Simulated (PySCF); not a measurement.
GeH5O4, charge +1. Atoms are numbered in the order given.

```xyz
10

O      0.1631    -0.2709     1.7585
Ge     0.1727    -0.0403     0.0501
O      0.1731    -1.3921    -1.0322
O      0.9132     1.4353    -0.4516
O     -1.7155     0.3475    -0.3843
H     -0.0305    -1.1635     2.0900
H      0.9727    -1.5441    -1.5624
H      1.4382     1.9069     0.2169
H     -2.0908     1.2447    -0.3092
H     -2.0867    -0.1130    -1.1617
```
Charge +1, spin multiplicity 1.

Geometry: B3LYP-D3(BJ)/def2-SVP. The isomer is the one that the SMILES or the coordinates give; other isomers of the formula were not compared. One conformer was computed; it need not be the lowest.

Method: PBE/pcSseg-1 run with PySCF.

GIAO shieldings, no solvent; atoms listed in one row are averaged. δ = σ(ref) − σ: ¹⁷O against H2O (σ = 334.3 ppm); ⁷³Ge against GeH4 (σ = 1614.4 ppm); ¹H against TMS (σ = 31.49 ppm), references at their B3LYP-D3(BJ)/def2-TZVP geometries, non-relativistic.

Task: Estimate the chemical shifts. (The exact figures need the calculation; the answer reports its results.)

Result: 
| nucleus | atoms | count | δ (ppm) |
|---|---|---|---|
| ¹⁷O | O1 | 1 | 93.5 |
| ¹⁷O | O4 | 1 | 80.7 |
| ¹⁷O | O3 | 1 | 79.0 |
| ¹⁷O | O5 | 1 | 66.4 |
| ⁷³Ge | Ge2 | 1 | 319.5 |
| ¹H | H10 | 1 | 5.37 |
| ¹H | H9 | 1 | 5.18 |
| ¹H | H6 | 1 | 4.70 |
| ¹H | H8 | 1 | 4.53 |
| ¹H | H7 | 1 | 4.30 |
